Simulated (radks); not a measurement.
Results of a calculation; reference values are marked as such.
Spin polarisation of the 4d8 shell in the palladium ion Pd2+. Start: [Kr] 4d(up 4, down 4); electrons of 4d are moved from spin down to spin up, other shells keep equal spins. Code: a radial shooting solver on a logarithmic mesh with Libxc functionals. Model: scalar-relativistic Kohn-Sham, LDA (Slater exchange, Perdew-Wang correlation), spin-polarised, spherical densities, finite nucleus; Fermi nuclear charge, rms radius of each element as measured or else 0.836 A^(1/3) + 0.57 fm.

moment (Bohr magnetons) = 0: E - E(0) (eV) 0.000; e(4d up) (eV) -27.579; e(4d down) (eV) -27.579; 4p down minus up (eV) 0.000; 4s down minus up (eV) 0.000
moment (Bohr magnetons) = 0.5: E - E(0) (eV) -0.041; e(4d up) (eV) -27.740; e(4d down) (eV) -27.410; 4p down minus up (eV) 0.351; 4s down minus up (eV) 0.343
moment (Bohr magnetons) = 1: E - E(0) (eV) -0.165; e(4d up) (eV) -27.894; e(4d down) (eV) -27.233; 4p down minus up (eV) 0.702; 4s down minus up (eV) 0.687
moment (Bohr magnetons) = 1.5: E - E(0) (eV) -0.372; e(4d up) (eV) -28.042; e(4d down) (eV) -27.049; 4p down minus up (eV) 1.054; 4s down minus up (eV) 1.030
moment (Bohr magnetons) = 2: E - E(0) (eV) -0.662; e(4d up) (eV) -28.182; e(4d down) (eV) -26.856; 4p down minus up (eV) 1.406; 4s down minus up (eV) 1.374

At moment 2 the spin-polarisation energy is -0.662 eV and the 4d exchange splitting 1.326 eV, that is 0.663 eV per Bohr magneton; E = -I m^2/4 would give I = 0.662 eV.
